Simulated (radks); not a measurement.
Species: Si+. Configuration: [Ne] 3s2 3p1. All-electron calculation, non-relativistic Kohn-Sham, LDA (Slater exchange, Perdew-Wang correlation), spin-polarised, spherical densities, point nucleus; open shells are filled with parallel spins first. Program: a radial shooting solver on a logarithmic mesh with Libxc functionals.

X-ray form factor f0, the Fourier transform of the density (f0(0) = 13):

sin(theta)/lambda (1/angstrom)  f0 (electrons)
0.05                                    12.652
0.1                                     11.775
0.15                                    10.710
0.2                                      9.722
0.25                                     8.908
0.3                                      8.248
0.4                                      7.169
0.5                                      6.195
0.6                                      5.272
0.8                                      3.730
1                                        2.696
1.25                                     1.967
1.5                                      1.598
2                                        1.259
